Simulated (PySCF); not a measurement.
**Br: excitation energy**

Br [Ar] 3d10 4s2 4p5 (2P) → Br [Ar] 3d10 4s1 4p6 (2S), as a difference of total energies. Computed with PySCF 2.14 in aug-cc-pVTZ-DK (7s6p4d2f, 59 functions), with the spin-free X2C one-electron Hamiltonian (Gaussian nucleus). Correlated levels: valence: [Ar] 3d10 frozen. The calculations carry no spin-orbit coupling.

| method | excitation energy (cm⁻¹) |
| --- | --- |
| UHF | 121980 |
| LDA | 99103 |
| PBE | 99599 |
| PBE0 | 105290 |
| r2SCAN | 103950 |
| B2PLYP | 104520 |
| M06 | 105350 |
| BHandHLYP | 110920 |
| wB97X | 107170 |
| MP2 (valence) | 105480 |
| SCS-MP2 (valence) | 103660 |

A first-order spin-orbit estimate (lowest level to lowest level, LS coupling) adds 0.145 eV.

The upper state lies above the first ionisation limit, where it may autoionise and the basis confines it.
